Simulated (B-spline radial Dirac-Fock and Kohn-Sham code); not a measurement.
Calculated with a radial atomic solver, using the Dirac equation of a negative muon with reduced mass in the field of a spherical finite nucleus, with the Uehling potential to all orders; nuclear polarisation, deformation, hyperfine structure, self-energy, higher-order vacuum polarisation, relativistic recoil and electron screening are left out. The nuclear charge is a Fermi distribution (skin thickness 2.3 fm).

Question: A muonic atom of atomic mass 157.93 u emits these computed lines: 2p3/2 → 1s1/2 4886 keV, 3d5/2 → 2p3/2 1729 keV, 4f7/2 → 3d5/2 623.3 keV, 5g9/2 → 4f7/2 286.9 keV. Which element is it, and what rms charge radius was used?

Answer: Holmium (Z = 67, nuclide ¹⁵⁸Ho); the high transitions hardly feel the nucleus and fix Z. The 2p → 1s line lies 5391 keV below the value for a point nucleus without QED, which for this nuclear model gives a radius near 5.16 fm (5.1571 fm was used).
